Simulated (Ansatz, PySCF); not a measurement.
C2H6InN. Atoms are numbered in the order given.

```xyz
10

In    -0.4676     0.2646    -0.0098
H     -2.0474     0.9131    -0.1969
C      0.5970    -1.2243    -1.1308
C      1.7749    -1.7174    -0.7178
H      0.1803    -1.6157    -2.0693
H      2.3205    -2.4853    -1.2849
H      2.2593    -1.3859     0.2099
N      0.5921     0.9731     1.5648
H      0.2617     1.7002     2.1910
H      1.5604     0.7455     1.7665
```

Geometry: r2SCAN-D4/def2-SVP. The structure was generated by enumeration; whether it is a known compound was not checked. The def2 effective core potentials stand for the cores of In; spin–orbit coupling is left out. One conformer was computed; it need not be the lowest.

Vertical ionisation energy (IE) and electron affinity (EA) in eV. Rows of orbital energies are one-electron estimates. Where ΔSCF, EOM or ADC give a negative EA the extra electron is unbound and the value depends on the basis.

| level | IE | EA |
|---|---|---|
| −ε(HOMO), −ε(LUMO), r2SCAN/def2-TZVP (PySCF) | 5.67 | 1.76 |
| −ε(HOMO), −ε(LUMO), PBE/def2-TZVP (PySCF) | [?] | [?] |
| ΔSCF, PBE0/def2-SVPD (Ansatz), final states of multiplicity 2 and 2 | 8.81 | -0.27 |
| ΔSCF, PBE/def2-SVPD (Ansatz), final states of multiplicity 2 and 2 | 8.69 | -0.21 |

Q: Fill in the missing entries. (An estimate is asked for; the answer gives what the named calculation found.)

A: 
- −ε(HOMO), −ε(LUMO), PBE/def2-TZVP (PySCF), IE: 5.44
- −ε(HOMO), −ε(LUMO), PBE/def2-TZVP (PySCF), EA: 1.96

Q: What vertical singlet–triplet gap does ΔSCF give with PBE0/def2-SVPD (Ansatz, a program for electronic structure) and with PBE/def2-SVPD (Ansatz)? (The exact figures need the calculation; the answer reports its results.)

A: 3.94 and 3.81 eV (triplet above singlet where positive).
